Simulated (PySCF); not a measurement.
## How methods differ on the ionisation energy of Os⁺

Os⁺ [Xe] 4f14 5d6 6s1 (6D) → Os²⁺ [Xe] 4f14 5d6 (5D), as a difference of total energies. Calculation: PySCF 2.14, in ANO-RCC-VTZP (8s7p5d3f2g1h, 104 functions); the spin-free X2C one-electron Hamiltonian (Gaussian nucleus). Correlated levels: valence: [Xe] 4f14 frozen. The calculations carry no spin-orbit coupling.

```json
{"method": "UHF", "ionisation energy (eV)": "16.048"}
{"method": "MP2 (valence)", "ionisation energy (eV)": "16.819"}
{"method": "SCS-MP2 (valence)", "ionisation energy (eV)": "16.480"}
{"method": "CCSD (valence)", "ionisation energy (eV)": "16.763"}
{"method": "CCSD(T) (valence)", "ionisation energy (eV)": "16.778"}
```

How much does correlation contribute at CCSD(T) (valence)?

16.778 − (16.048) = 0.730 eV, measured against UHF.

A first-order spin-orbit estimate (lowest level to lowest level, LS coupling) adds -0.020 eV.

Errors of the correlated levels include the incompleteness of this basis and the frozen core.

For comparison: 17 ± 1 eV (semi-empirical (NIST evaluation); NIST Atomic Spectra Database, ionization energies).
